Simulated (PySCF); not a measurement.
Radial density of S⁺ (sulfur, charge +1)

r2SCANh, [Ne] 3s1 3p4, high-spin 4P determinant (an excited configuration). Computed with PySCF 2.14 in x2c-TZVPPall, with the spin-free X2C one-electron Hamiltonian (Gaussian nucleus).

```
r (bohr)  4πr²ρ (e/bohr)  4πr²(ρα − ρβ)
 0.00170          0.1065         0.0004
 0.00286          0.2852         0.0010
 0.00480          0.7298         0.0026
 0.00808           1.810         0.0064
  0.0136           4.197         0.0148
  0.0229           8.688         0.0306
  0.0385           14.78         0.0518
  0.0647           18.36         0.0680
   0.109           14.91         0.0997
   0.183           12.36         0.2810
   0.308           17.40         0.4551
   0.518           12.18         0.0303
   0.871           3.198         0.6830
    1.47           3.224         2.0543
    2.46           1.389         0.7516
    4.14         0.08608         0.0247
    6.97       0.0003218         0.0001
```

Densities and radii are taken from the X2C orbitals without a picture-change correction, which distorts them close to the nucleus.
